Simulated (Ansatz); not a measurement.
Ansatz (a quantum-chemistry and plane-wave program) input file for CF₃, SMILES F[C](F)F (connectivity only; charge and spin as stated), charge +1, multiplicity 1, B3LYP-D3(BJ)/def2-TZVP. 

Ansatz 0.2 input:
```yaml
crystal:
  periodic: [false, false, false]
  atoms:
    - {symbol: F, position_ang: [-1.23724220, -0.00000000, 0.00000000]}
    - {symbol: C, position_ang: [-0.00000000, -0.00000000, -0.00000000]}
    - {symbol: F, position_ang: [0.61862110, -1.07148318, 0.00000000]}
    - {symbol: F, position_ang: [0.61862110, 1.07148318, 0.00000000]}
basis:
  gaussian:
    orbitals: def2-TZVP
hamiltonian:
  xc: b3lyp
  dispersion: d3bj
total_charge: 1
relax: {f_tol: 0.002, max_steps: 200}
```

Log of the run:

```
WARN ansatz: RAYON_NUM_THREADS=1 ignored (pool sized by the plan → 1); use --threads N
Functional definition: B3LYP
integrals: 0.03 GiB planned
648 factors; their error is unknown
mean field: 0.34 GiB planned
mean field evaluation 1: about -9174.2499 eV, gradient 7.4e1 eV
mean field evaluation 2: about -9165.6842 eV, gradient 1.1e2 eV
mean field evaluation 4: about -9180.5888 eV, gradient 1.0e0 eV
mean field evaluation 8: about -9180.6206 eV, gradient 2.8e-1 eV
mean field evaluation 16: about -9180.6207 eV, gradient 3.1e-5 eV
mean field -9180.62070351 eV, -337.3815880057 hartree, gradient 3.1e-5 eV, S^2 0.000000; 0 other end points of the search recorded, 0 dependent functions left out
the calculation of the forces begins
reference -9180.62084026 eV, -337.3815930313 hartree; 16, 16 occupied and 108, 108 virtual orbitals, 648 factors
relax step   1: F+E_penalty+E_count = -9180.67666718 eV  Δ(F+E_penalty+E_count) = +0.000e0 eV  max|allowed force component| = 1.184e-1 eV/Å  Δτ_max = 0.0000 Å  (26 SCF iters, accepted)
these checks for a lower state are left out or cut short: starts, cluster_reference, orbital_swaps, neighbouring_geometries, increment
integrals: 0.03 GiB planned
648 factors; their error is unknown
mean field: 0.34 GiB planned
mean field -9180.62094874 eV, -337.3815970177 hartree, gradient 1.0e-5 eV, S^2 0.000000; 0 other end points of the search recorded, 0 dependent functions left out
the calculation of the forces begins
reference -9180.62108545 eV, -337.3816020419 hartree; 16, 16 occupied and 108, 108 virtual orbitals, 648 factors
relax step   2: F+E_penalty+E_count = -9180.67691916 eV  Δ(F+E_penalty+E_count) = -2.520e-4 eV  max|allowed force component| = 3.511e-2 eV/Å  Δτ_max = 0.0011 Å  (32 SCF iters, accepted)
these checks for a lower state are left out or cut short: starts, cluster_reference, orbital_swaps, neighbouring_geometries, increment
integrals: 0.03 GiB planned
648 factors; their error is unknown
mean field: 0.34 GiB planned
mean field evaluation 32: about -9180.6210 eV, gradient 1.0e-5 eV
mean field -9180.62097004 eV, -337.3815978007 hartree, gradient 1.0e-5 eV, S^2 0.000000; 0 other end points of the search recorded, 0 dependent functions left out
the calculation of the forces begins
reference -9180.62110674 eV, -337.3816028244 hartree; 16, 16 occupied and 108, 108 virtual orbitals, 648 factors
relax step   3: F+E_penalty+E_count = -9180.67694330 eV  Δ(F+E_penalty+E_count) = -2.414e-5 eV  max|allowed force component| = 1.286e-4 eV/Å  Δτ_max = 0.0005 Å  (31 SCF iters, accepted)
integrals: 0.03 GiB planned
648 factors; their error is unknown
mean field: 0.34 GiB planned
mean field -9180.62097004 eV, -337.3815978007 hartree, gradient 1.0e-5 eV, S^2 0.000000; 1 other end points of the search recorded, 0 dependent functions left out
the calculation of the forces begins
reference -9180.62110674 eV, -337.3816028244 hartree; 16, 16 occupied and 108, 108 virtual orbitals, 648 factors
Total energy: -9180.67708000 eV, -337.3836598035 hartree
Atom 0 at    -1.235690    -0.000000    -0.000000 Å, force    -0.000129    -0.000000     0.000000 eV/Å
Atom 1 at     0.000000     0.000000     0.000000 Å, force     0.000006     0.000000    -0.000000 eV/Å
Atom 2 at     0.617845    -1.070139    -0.000000 Å, force     0.000061    -0.000111     0.000000 eV/Å
Atom 3 at     0.617845     1.070139    -0.000000 Å, force     0.000061     0.000111     0.000000 eV/Å
Dipole moment:     0.000000    -0.000000     0.000000 e Å
```

Self-consistency was reached.
